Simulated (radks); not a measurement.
Results of a calculation; reference values are marked as such.
How relativity changes the ionisation of the technetium ion Tc39+ ([He] 2s2) to Tc40+ ([He] 2s1). Spin-unpolarised spherical Kohn-Sham, PBE, point nucleus unless stated (finite: rms radius 4.4112 fm), a radial shooting solver on a logarithmic mesh with Libxc functionals. A level marked "c x" has the speed of light scaled by that factor.

level	E(Tc39+) (hartree)	E(Tc40+) (hartree)	IE (eV)	HOMO	<r> HOMO (bohr)
non-rel.	-2244.30798	-2035.73863	5675.5	2s	0.1446
scalar-rel.	-2304.54342	-2089.44323	5853.2	2s	0.1399
scalar-rel., finite nucleus	-2304.47885	-2089.38218	5853.1	2s	0.1399
Dirac	-2304.54292	-2089.44309	5853.2	2s1/2	0.1395
Dirac, finite nucleus	-2304.47835	-2089.38205	5853.1	2s1/2	0.1395
Dirac, c x 0.75	-2356.09840	-2135.39514	6005.6	2s1/2	0.1354
Dirac, c x 2	-2258.79105	-2048.65314	5718.1	2s1/2	0.1433
Dirac, c x 5	-2246.60103	-2037.78340	5682.2	2s1/2	0.1444

NIST Atomic Spectra Database: 5838 eV (semi-empirical). The relativistic part of the total energy of Tc39+ is -60.17 hartree (Dirac, finite nucleus), 2.7 % of the non-relativistic value. Spin polarisation and multiplet splitting of open shells are left out at every level.

Beside tabulated values, note that relativity, absent from the non-relativistic runs, is large for the heavy elements, and spin-unpolarised runs miss the spin-polarisation part of the exchange energy of open shells.
